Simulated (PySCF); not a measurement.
Ionising NiO

PBE; basis Ni def2-TZVPPD, O def2-TZVPPD; no relativity; PySCF 2.14. Neutral (UKS): triplet (π ↑↑), Re = 1.630 Å, ωe = 839 cm⁻¹, HOMO -5.50 eV, LUMO -4.59 eV.

NiO⁺ (UKS): quartet (σ ↑, π ↑↑), Re = 1.621 Å, ωe = 818 cm⁻¹. The energies at the minima are -1583.22938 hartree for NiO and -1582.88899 for NiO⁺.

(1) Work out the adiabatic ionisation energy, without and with harmonic zero-point energies (1 hartree = 27.2114 eV, 1 eV = 8065.5 cm⁻¹), and the change of the bond length.

NiO⁻ (UKS): quartet (σ ↑, π ↑↑), Re = 1.678 Å, ωe = 765 cm⁻¹. The energies at the minima are -1583.22938 hartree for NiO and -1583.27333 for NiO⁻.

(2) Work out the adiabatic electron affinity, without and with harmonic zero-point energies (1 hartree = 27.2114 eV, 1 eV = 8065.5 cm⁻¹), and the change of the bond length.

De is left out where the level can put another filling of the metal’s s and d shells below the measured ground configuration, by anything from nothing to about 1 eV. The highest Kohn–Sham level is positive in this anion. Much of that is self-interaction error, but it also means that the finite basis helps to hold the extra electron. With d or f electrons several states lie close, and the lowest PBE0 determinant need not be the measured ground state.

Results:

(1) At PBE: 0.34039 hartree = 9.262 eV between the minima; the zero-point term (818.0 − 839.0)/2 cm⁻¹ = -0.001 eV makes it 9.261 eV. Re changes by -0.9 pm against the neutral. The electron leaves a σ orbital; in so polar a molecule the change of length follows mostly from the change of the ionic charges.

(2) At PBE: 0.04395 hartree = 1.196 eV between the minima; the zero-point term (839.0 − 765.0)/2 cm⁻¹ = +0.005 eV makes it 1.201 eV. Re changes by +4.8 pm against the neutral. The electron enters a σ orbital; in so polar a molecule the change of length follows mostly from the change of the ionic charges.
